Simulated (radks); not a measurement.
Q: Valence configurations of the promethium ion Pm+ (all share [Xe]). Calculated with a radial shooting solver on a logarithmic mesh with Libxc functionals: scalar-relativistic Kohn-Sham, PBE, spin-polarised, spherical densities, finite nucleus; open shells are filled with parallel spins first (spin-orbit coupling, left out, can overturn this in heavy ions); Fermi nuclear charge, rms radius 4.962 fm. Order these by energy: 4f5 6s1; 4f3 6s1 6p2; 4f5 6p1; 4f5 5d0.5 6s0.5; 4f4 6s1 6p1; 4f4.5 6s1 6p0.5; 4f4 6s2; 4f5 5d1; 4f2.5 6s1.5 6p2; 4f6.

A: From the lowest, in eV above it: 4f5 6s1 0.000; 4f5 5d0.5 6s0.5 0.539; 4f5 5d1 1.148; 4f6 1.660; 4f4.5 6s1 6p0.5 2.669; 4f5 6p1 3.117; 4f4 6s2 4.331; 4f4 6s1 6p1 7.146; 4f3 6s1 6p2 22.315; 4f2.5 6s1.5 6p2 31.902. NIST lists [Xe] 4f5 6s1 as the ground configuration; this level of theory agrees among the configurations tried. The energies are those of spherical high-spin densities, not of single terms.
